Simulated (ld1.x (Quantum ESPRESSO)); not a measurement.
**Ni: excitation energies, all-electron against RRKJ**

```json
{
  "Element": "nickel (Ni)",
  "Generator": "ld1.x (Quantum ESPRESSO) 7.5",
  "Type": "norm-conserving RRKJ (Kleinman–Bylander form)",
  "Functional": "PBEsol",
  "Relativity": "scalar-relativistic",
  "Frozen core": "[Ne]",
  "Valence charge": "18",
  "Reference configuration": "3s2 3p6 3d8 4s1 4p0 (charge +1)",
  "Partial waves": "3p (bound): rc 1.20 bohr; 3d (bound): rc 1.20 bohr; 3s (bound): rc 1.10 bohr",
  "Local potential": "the s channel",
  "Core correction": "none",
  "rho0": "0.001"
}
```

Occupied shells without a wave of their own: 4s. They enter only through the test configuration that unscreens the potential.

Energies are relative to the spin-unpolarised reference configuration 3s2 3p6 3d8 4s1 4p0; without spin polarisation the order of configurations can differ from experiment. The frozen-core shift is the all-electron ΔE with the core orbitals held at their reference shape minus the fully relaxed ΔE.

```json
{"valence configuration": "3s2 3p6 3d8 4s2 4p0", "charge": "0", "ΔE all-electron (eV)": "-9.337", "error AE − PS (meV)": "+592", "frozen-core shift (meV)": "-1.1"}
{"valence configuration": "3s2 3p6 3d7 4s0 4p0", "charge": "+3", "ΔE all-electron (eV)": "54.697", "error AE − PS (meV)": "-1424", "frozen-core shift (meV)": "-1.5"}
{"valence configuration": "3s2 3p6 3d6 4s0 4p0", "charge": "+4", "ΔE all-electron (eV)": "112.217", "error AE − PS (meV)": "-1820", "frozen-core shift (meV)": "-5.4"}
{"valence configuration": "3s2 3p6 3d9 4s0 4p0", "charge": "+1", "ΔE all-electron (eV)": "-3.073", "error AE − PS (meV)": "-593", "frozen-core shift (meV)": "+3.8"}
{"valence configuration": "3s2 3p6 3d8 4s0 4p1", "charge": "+1", "ΔE all-electron (eV)": "5.713", "error AE − PS (meV)": "-677", "frozen-core shift (meV)": "+0.5"}
```

Question: What are ΔE and the potential's error for 3s2 3p6 3d8 4s0 4p0?

Answer: ΔE = 17.261 eV all-electron; the error (AE − PS) is -971 meV.

Question: What are ΔE and the potential's error for 3s2 3p6 3d8 4s1 4p1?

Answer: ΔE = -4.706 eV all-electron; the error (AE − PS) is +82 meV.

Levels in the configuration 3s2 3p6 3d8 4s0 4p0:

```
level  all-electron (eV)  pseudo (eV)
   3s           -130.417     -130.887
   3p            -90.919      -91.380
   3d            -28.339      -28.769
```

The 4s level has no wave, so the channel is fitted at the deeper level alone: the likely source of the large errors. A variational frozen-core shift is positive and of second order in the change. This column holds negative values, so the frozen-core run of ld1.x carries numerical noise or an error of first order here, and the column gives no more than the rough size of the effect.

The potential misses its own reference levels by up to 0.8 eV.
